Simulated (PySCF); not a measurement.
Geometry:
| atom | x (Å) | y (Å) | z (Å) |
| --- | --- | --- | --- |
| Fe1 | 0.066 | 0.153 | 0.197 |
| H2 | 0.035 | -0.881 | 1.461 |
| H3 | -0.557 | 0.025 | -1.194 |
| H4 | 1.711 | -0.042 | -0.136 |
| H5 | -1.557 | 0.408 | 0.594 |
| H6 | 0.259 | 1.603 | -0.544 |
| H7 | 0.044 | -1.266 | -0.379 |

Total charge -4.

Geometry: PBE0-D3(BJ)/def2-SVP; GIAO absolute shieldings from PySCF 2.14, gas phase, non-relativistic, averaged over equivalent atoms.

At PBE0/pcSseg-1 (pcSseg-2 on Fe) (103 basis functions, 6.2 s wall time on 1 thread of an Arm Neoverse V1, shared host):
```
            atoms   σ (ppm)
              Fe1  -11327.3
H2/H3/H4/H5/H6/H7     45.98
```

Predict the values at B3LYP/pcSseg-1 (pcSseg-2 on Fe) on the same geometry.

Answers


```tsv
atoms	σ at B3LYP/pcSseg-1 (pcSseg-2 on Fe)	change
Fe1	-10558.5	+768.8
H2/H3/H4/H5/H6/H7	44.82	-1.16
```

The largest change is at Fe1 (Fe bonded to 6 H). Cost: 103 basis functions, 4.2 s wall time on 1 thread of an Arm Neoverse V1, shared host.

The averaged H atoms aren't alike in the static structure (σ from 37 to 62 ppm); the average presumes fast exchange among these sites.
